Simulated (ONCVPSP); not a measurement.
# An all-electron radial function and its pseudo partner (oxygen (O))

Columns: radius, all-electron u(r) and pseudo u(r) of the 2p shell (level -16.28 eV) of oxygen in the configuration [He] 2s2 2p3.5; PBE, scalar-relativistic, ONCV scheme, ONCVPSP 4.0.1.

| r (bohr) | all-electron | pseudo |
| --- | --- | --- |
| 0.065 | 0.0525 | 0.0246 |
| 0.130 | 0.1645 | 0.0947 |
| 0.195 | 0.2948 | 0.2008 |
| 0.260 | 0.4223 | 0.3293 |
| 0.325 | 0.5366 | 0.4649 |
| 0.390 | 0.6334 | 0.5934 |
| 0.455 | 0.7123 | 0.7039 |
| 0.520 | 0.7742 | 0.7899 |
| 0.585 | 0.8198 | 0.8494 |
| 0.650 | 0.8509 | 0.8842 |
| 0.715 | 0.8693 | 0.8991 |
| 0.780 | 0.8769 | 0.8992 |
| 0.845 | 0.8756 | 0.8898 |
| 0.910 | 0.8670 | 0.8746 |
| 0.975 | 0.8526 | 0.8559 |
| 1.040 | 0.8336 | 0.8347 |
| 1.105 | 0.8111 | 0.8113 |
| 1.170 | 0.7860 | 0.7860 |
| 1.235 | 0.7591 | 0.7591 |
| 1.300 | 0.7309 | 0.7309 |
| 1.365 | 0.7020 | 0.7019 |
| 1.430 | 0.6727 | 0.6726 |
| 1.495 | 0.6433 | 0.6433 |
| 1.560 | 0.6142 | 0.6141 |
| 1.625 | 0.5855 | 0.5855 |
| 1.690 | 0.5574 | 0.5574 |

How many radial nodes do the two functions have?

The all-electron 2p function has n − l − 1 = 0; the pseudo-wave has 0.

At about which radius was the pseudo-wave matched?

1.30 bohr. The columns agree to 0.0005 from 1.10 bohr on; several derivatives are matched, so the curves merge somewhat inside the radius.

Is the pseudo-wave norm-conserving?

Yes: the ONCV scheme keeps the norm inside the radius equal to the all-electron one, which fixes the energy derivative of the logarithmic derivative at the level.
